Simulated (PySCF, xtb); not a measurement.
CHBF4. Atoms are numbered in the order given.

```xyz
7

B      0.9377     0.5375     0.6531
C     -0.0944    -0.2736    -0.2792
F     -1.3748     0.0947    -0.1230
F     -0.0134    -1.5947    -0.0102
F      0.2252    -0.0999    -1.5796
F      0.4698     1.4491     1.4688
H      2.1167     0.3112     0.6044
```
Charge 0, spin multiplicity 1.

Geometry optimised at B3LYP-D3(BJ)/def2-SVP.

Level of theory: IEF-PCM-PBE0/def2-SVP run with PySCF.

The values are the electrostatic part of the solvation free energy, E(continuum) − E(gas) at the gas-phase geometry, in a cavity of scaled van der Waals radii (PySCF's table); cavitation and dispersion terms are not included. In vacuum the orbital gap is 7.95 eV. The dipole moment in vacuum is 1.44 D.

| solvent | ε | ΔG(elec) (kcal/mol) | dipole (D) | gap (eV) |
|---|---|---|---|---|
| water | 78.36 | -1.9 | 1.63 | 8.09 |
| acetonitrile | 35.69 | -1.9 | 1.63 | 8.09 |
| n-hexane | 1.88 | -0.7 | 1.51 | 8.00 |

For comparison, GFN2-xTB/ALPB(water) (xtb, at the GFN2-xTB geometry, all terms of that model) gives -1.2 kcal/mol.
